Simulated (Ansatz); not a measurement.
Al₅N₅⁻. Charge -1, multiplicity 2. Geometry B3LYP-D4/def2-SVP, that of the neutral singlet; atoms count from 1.

```tsv
atom	x (Å)	y (Å)	z (Å)
Al1	0.748	0.660	-2.253
Al2	-0.188	-1.896	1.562
Al3	-0.442	2.408	-0.274
Al4	0.904	-2.000	-1.118
Al5	-1.022	0.828	2.083
N6	-1.071	2.367	1.323
N7	-0.885	-0.781	2.666
N8	1.208	-0.980	-2.466
N9	0.524	-2.850	0.324
N10	0.225	2.244	-1.848
```

The structure comes from a short search, and lower isomers may exist.

Problem. Estimate the Mulliken populations from the PBE0/def2-SVP orbitals of Ansatz.

Solution. 
```
atom  charge (e)  spin (α − β)
 Al1        0.36          0.21
 Al2        0.36          0.21
 Al3        0.36          0.21
 Al4        0.36          0.21
 Al5        0.36          0.21
  N6       -0.56         -0.01
  N7       -0.56         -0.01
  N8       -0.56         -0.01
  N9       -0.56         -0.01
 N10       -0.56         -0.01
```
Mulliken values depend strongly on the basis.

Problem. Where does the spin sit?

Solution. Summed by element: Al 1.06, N -0.06, of 1 unpaired in all. Largest on single atoms: Al5 0.21, Al2 0.21, Al4 0.21.

Problem. And the Mayer bond orders between heavy atoms (over 0.3)?

Solution. Al1–N8 1.51 (1.72 Å); Al1–N10 1.51 (1.72 Å); Al2–N7 1.51 (1.72 Å); Al2–N9 1.51 (1.72 Å); Al3–N6 1.51 (1.72 Å); Al3–N10 1.51 (1.72 Å); Al4–N8 1.51 (1.72 Å); Al4–N9 1.51 (1.72 Å); Al5–N6 1.51 (1.72 Å); Al5–N7 1.51 (1.72 Å).
